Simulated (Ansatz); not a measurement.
C3H4AlF, SMILES `F[C]1=C[CH2][AlH]1`, one more setting.

```yaml
crystal:
  periodic: [false, false, false]
  atoms:
    - {symbol: F, position_ang: [1.922586, 1.322612, 1.153617]}
    - {symbol: C, position_ang: [0.835347, 0.720572, 0.665710]}
    - {symbol: C, position_ang: [0.874212, -0.177865, -0.335914]}
    - {symbol: C, position_ang: [-0.507304, -0.702791, -0.690360]}
    - {symbol: Al, position_ang: [-1.075357, 0.512887, 0.751823]}
    - {symbol: H, position_ang: [1.787701, -0.498063, -0.841143]}
    - {symbol: H, position_ang: [-0.604798, -1.781461, -0.544290]}
    - {symbol: H, position_ang: [-0.798614, -0.477883, -1.719399]}
    - {symbol: H, position_ang: [-2.345370, 1.035792, 1.543056]}
basis:
  gaussian: {orbitals: pcseg-2, fitting: {mean_field: cc-pVTZ-jkfit}}
hamiltonian: {xc: {name: HF}}
correlation: {method: rpa}
```

```sh
$ ansatz run in.yaml --threads 2 --pin off --events-out ev --progress --plain --max-ram 4352MiB
```

Shortened log:

```
Functional definition: HF
557 factors; integrals over basis functions are off by at most 8.1e-1 eV
mean field evaluation 1: about -12440.1221 eV, gradient 3.7e1 eV
mean field evaluation 2: about -12443.0824 eV, gradient 1.8e1 eV
mean field evaluation 4: about -12443.9013 eV, gradient 1.5e0 eV
mean field -12443.90744898 eV, -457.3051639664 hartree, gradient 1.4e-6 eV, S^2 0.000000; 0 other end points of the search recorded, 0 dependent functions left out
9 core orbitals not correlated: weight in the atoms' cores, before any rotation towards them, 1.000 or more for the frozen orbitals, at most 0.000 for the correlated occupied ones
reference -12443.90744898 eV, -457.3051639664 hartree; 13, 13 occupied and 188, 188 virtual orbitals, 557 factors
Total energy: -12469.06655939 eV, -458.2297442207 hartree
```

Run time 1.8 s (2 threads of an Arm Neoverse V1 on a shared host); peak host memory 0.26 GiB.
